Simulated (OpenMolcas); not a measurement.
Co7+.

```
Program             : OpenMolcas 26.06
Basis               : ANO-RCC-VTZP [6s5p3d2f1g]
Scalar Hamiltonian  : DKH2, point nucleus
Active space        : 2 electrons in 5 orbitals (3d)
State averaging     : 2S+1 = 3 even, 10 roots; 2S+1 = 1 even, 15 roots
Spin-orbit coupling : state interaction with AMFI integrals over the reference wave functions, term energies averaged over their components
```

Two sets of levels on these reference wave functions, in cm⁻¹ above 3d² ³F₂: one from CASSCF and one from SS-CASPT2, IPEA 0.25 Eh, imaginary shift 0.1 Eh (closed shells correlated: 3s 3p).

| Level | Set 1 | Set 2 |
| --- | --- | --- |
| 3d² ³F₂ | 0.0 | 0.0 |
| 3d² ³F₃ | 1382 | 1369 |
| 3d² ³F₄ | 3080 | 3070 |
| 3d² ¹D₂ | 19660 | 23130 |
| 3d² ³P₀ | 22910 | 26480 |
| 3d² ³P₁ | 23420 | 26990 |
| 3d² ³P₂ | 24620 | 28180 |
| 3d² ¹G₄ | 32870 | 35300 |
| 3d² ¹S₀ | 76930 | 84800 |

Question: Which set is which?

Answer: Set 1 is SS-CASPT2. Its levels of the other terms of 3d² lie at 0.85 to 0.93 of the other set's values, as expected, since terms of lower spin or lower L gain more correlation energy than the Hund ground term. Against 8 measured levels (Sugar and Corliss, J. Phys. Chem. Ref. Data 10, 1097 (1981)) the mean absolute deviation is 640 cm-1 with it and 3700 cm-1 without; single levels miss by up to 2700 cm-1 with it.

Term energies are means over components that CASPT2 splits; among the terms shown or strongly mixed into the levels shown the widest spread is 760 cm-1 (3d² ³F, SS-CASPT2). Without dynamic correlation excited terms often stand tens of per cent too high (terms of higher spin than the ground term too low), and those without a measured partner can miss by more than the paired ones (holds for CASSCF). Measured partners are found by configuration, term and J. A level has none where our copy of the source lacks it or the pairing is in doubt (some pairs that miss far off the trend of their configuration count as doubtful), and it then counts in no deviation. Levels of configurations outside the active space are missing.
